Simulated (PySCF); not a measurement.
PySCF input (TPSSh/def2-TZVPD):

```python
from pyscf import gto, scf, dft

mol = gto.M(
    atom='''
    Sn   -0.00000000   -0.00000000   -0.60735660
    Cl    0.00000000    0.00000000    1.78634293
    ''',
    basis='def2-tzvpd',
    ecp='def2-tzvp',
    charge=0,
    spin=1,
    symmetry='C2v',
    verbose=4,
)

mf = dft.UKS(mol, xc='tpssh').density_fit(auxbasis='def2-universal-jkfit')
mf.grids.level = 3
mf.conv_tol = 1e-9
mf.max_cycle = 100
mf.max_memory = 1500
mf.kernel()
if not mf.converged:
    mf = mf.newton()
    mf.kernel(mf.make_rdm1())
mf.analyze()
```

End of the output:

```
Extra cycle  E= -674.485622806519  delta_E= -2.27e-12  |g|= 1.84e-06  |ddm|= 5.43e-06
converged SCF energy = -674.485622806519  <S^2> = 0.75345681  2S+1 = 2.0034538
**** SCF Summaries ****
Total Energy =                        -674.485622806518904
Nuclear Repulsion Energy =              82.680501208971705
One-electron Energy =                -1176.997698828409057
Two-electron Energy =                  419.831574812918518
Two-electron Coulomb Energy =          466.067088321008441
DFT Exchange-Correlation Energy =      -46.235513508089902
HOMO-LUMO gap [eV] =                     0.966706257639373
Wave-function symmetry = B1
alpha occupancy for each irrep:     A1   A2   B1   B2
                                    10    1    5    4
beta  occupancy for each irrep:     A1   A2   B1   B2
                                    10    1    4    4
**** MO energy ****
alpha MO #1 (A1 #1), energy= -101.35191396561 occ= 1
alpha MO #2 (A1 #2), energy= -9.35351305240111 occ= 1
alpha MO #3 (A1 #3), energy= -7.09753892908356 occ= 1
alpha MO #4 (B2 #1), energy= -7.09479844581314 occ= 1
alpha MO #5 (B1 #1), energy= -7.0938452260724 occ= 1
alpha MO #6 (A1 #4), energy= -5.04868199143272 occ= 1
alpha MO #7 (B2 #2), energy= -3.40750894056736 occ= 1
alpha MO #8 (A1 #5), energy= -3.39927976164806 occ= 1
alpha MO #9 (B1 #2), energy= -3.39674748390386 occ= 1
alpha MO #10 (A1 #6), energy= -1.01204357686374 occ= 1
alpha MO #11 (B2 #3), energy= -1.00906291478301 occ= 1
alpha MO #12 (A2 #1), energy= -1.006891639584 occ= 1
alpha MO #13 (A1 #7), energy= -1.00145765796849 occ= 1
alpha MO #14 (B1 #3), energy= -0.99989987647808 occ= 1
alpha MO #15 (A1 #8), energy= -0.76676195703601 occ= 1
alpha MO #16 (A1 #9), energy= -0.451556520471016 occ= 1
alpha MO #17 (A1 #10), energy= -0.306397837172824 occ= 1
alpha MO #18 (B1 #4), energy= -0.304926858207995 occ= 1
alpha MO #19 (B2 #4), energy= -0.304656065175616 occ= 1
alpha MO #20 (B1 #5), energy= -0.166518869594457 occ= 1
alpha MO #21 (B2 #5), energy= -0.130993069588207 occ= 0
alpha MO #22 (A1 #11), energy= -0.0479196117384029 occ= 0
alpha MO #23 (A1 #12), energy= 0.00173212805725046 occ= 0
alpha MO #24 (A2 #2), energy= 0.0497161888323383 occ= 0
alpha MO #25 (A1 #13), energy= 0.0499375556227231 occ= 0
alpha MO #26 (A1 #14), energy= 0.0531019605986747 occ= 0
alpha MO #27 (B1 #6), energy= 0.0562613634252163 occ= 0
alpha MO #28 (B2 #6), energy= 0.0567671418264677 occ= 0
alpha MO #29 (B1 #7), energy= 0.0706881797785979 occ= 0
alpha MO #30 (B2 #7), energy= 0.0723010554745418 occ= 0
alpha MO #31 (A1 #15), energy= 0.0864703012422254 occ= 0
alpha MO #32 (A1 #16), energy= 0.122572793937272 occ= 0
alpha MO #33 (B1 #8), energy= 0.138309021087895 occ= 0
alpha MO #34 (B2 #8), energy= 0.138612811017067 occ= 0
alpha MO #35 (A2 #3), energy= 0.198176933893941 occ= 0
alpha MO #36 (A1 #17), energy= 0.198748378194113 occ= 0
alpha MO #37 (A1 #18), energy= 0.207197397535076 occ= 0
alpha MO #38 (B1 #9), energy= 0.215827296518514 occ= 0
alpha MO #39 (B2 #9), energy= 0.217102730502097 occ= 0
alpha MO #40 (A2 #4), energy= 0.24788052644904 occ= 0
alpha MO #41 (A1 #19), energy= 0.250627897626838 occ= 0
alpha MO #42 (A1 #20), energy= 0.262568017077622 occ= 0
alpha MO #43 (B1 #10), energy= 0.325944843159685 occ= 0
alpha MO #44 (B2 #10), energy= 0.330052258820648 occ= 0
alpha MO #45 (A1 #21), energy= 0.335744962335426 occ= 0
alpha MO #46 (A1 #22), energy= 0.369301445262826 occ= 0
alpha MO #47 (B2 #11), energy= 0.495766233024646 occ= 0
alpha MO #48 (B1 #11), energy= 0.498180419067226 occ= 0
alpha MO #49 (A1 #23), energy= 0.53991815104861 occ= 0
alpha MO #50 (A2 #5), energy= 0.60018040863501 occ= 0
alpha MO #51 (A1 #24), energy= 0.600256562311069 occ= 0
alpha MO #52 (B2 #12), energy= 0.600906338103492 occ= 0
alpha MO #53 (B1 #12), energy= 0.603679577827942 occ= 0
alpha MO #54 (B2 #13), energy= 0.69066254378629 occ= 0
alpha MO #55 (B1 #13), energy= 0.692110980635015 occ= 0
alpha MO #56 (B1 #14), energy= 0.703096175342381 occ= 0
alpha MO #57 (B2 #14), energy= 0.704013519878679 occ= 0
alpha MO #58 (A2 #6), energy= 0.71715234365071 occ= 0
alpha MO #59 (A1 #25), energy= 0.720079153109682 occ= 0
alpha MO #60 (A1 #26), energy= 0.750270429640227 occ= 0
alpha MO #61 (A1 #27), energy= 0.773737779675975 occ= 0
alpha MO #62 (B2 #15), energy= 0.869422929518968 occ= 0
alpha MO #63 (B1 #15), energy= 0.873959488110774 occ= 0
alpha MO #64 (A1 #28), energy= 0.935495980826758 occ= 0
alpha MO #65 (A1 #29), energy= 1.11615112301163 occ= 0
alpha MO #66 (A2 #7), energy= 1.14980455788146 occ= 0
alpha MO #67 (A1 #30), energy= 1.1518501337251 occ= 0
alpha MO #68 (B2 #16), energy= 1.18016638735422 occ= 0
alpha MO #69 (B1 #16), energy= 1.18503343439363 occ= 0
alpha MO #70 (A1 #31), energy= 1.33043253294164 occ= 0
alpha MO #71 (A2 #8), energy= 1.92265957479208 occ= 0
alpha MO #72 (A1 #32), energy= 1.92268810738482 occ= 0
alpha MO #73 (B2 #17), energy= 1.98340470392231 occ= 0
alpha MO #74 (B1 #17), energy= 1.98549901048915 occ= 0
alpha MO #75 (A1 #33), energy= 2.00897069478823 occ= 0
alpha MO #76 (A2 #9), energy= 2.07757965840379 occ= 0
alpha MO #77 (A1 #34), energy= 2.07768588567186 occ= 0
alpha MO #78 (B1 #18), energy= 2.10402940089369 occ= 0
alpha MO #79 (B2 #18), energy= 2.10403053945587 occ= 0
alpha MO #80 (B2 #19), energy= 2.12351454670916 occ= 0
alpha MO #81 (B1 #19), energy= 2.13005072397622 occ= 0
alpha MO #82 (B1 #20), energy= 2.22613459752903 occ= 0
alpha MO #83 (B2 #20), energy= 2.22649905504615 occ= 0
alpha MO #84 (A2 #10), energy= 2.28083254175456 occ= 0
alpha MO #85 (A1 #35), energy= 2.281572225849 occ= 0
alpha MO #86 (B2 #21), energy= 2.32896129928503 occ= 0
alpha MO #87 (B1 #21), energy= 2.33251277423009 occ= 0
alpha MO #88 (A1 #36), energy= 2.42435493689218 occ= 0
alpha MO #89 (A1 #37), energy= 2.45706603526338 occ= 0
alpha MO #90 (B2 #22), energy= 2.45890702596219 occ= 0
alpha MO #91 (B1 #22), energy= 2.46721854800495 occ= 0
alpha MO #92 (A1 #38), energy= 2.55878045099362 occ= 0
alpha MO #93 (A1 #39), energy= 3.21862172368181 occ= 0
alpha MO #94 (B2 #23), energy= 10.7567504997087 occ= 0
alpha MO #95 (B1 #23), energy= 10.7588248404354 occ= 0
alpha MO #96 (A1 #40), energy= 10.9680897129595 occ= 0
alpha MO #97 (A1 #41), energy= 25.1344112060107 occ= 0
alpha MO #98 (A1 #42), energy= 36.0509960131657 occ= 0
alpha MO #99 (B2 #24), energy= 36.719590199274 occ= 0
alpha MO #100 (B1 #24), energy= 36.7229068463465 occ= 0
alpha MO #101 (A1 #43), energy= 36.8426283609232 occ= 0
alpha MO #102 (A1 #44), energy= 113.455152577813 occ= 0
[...]
```
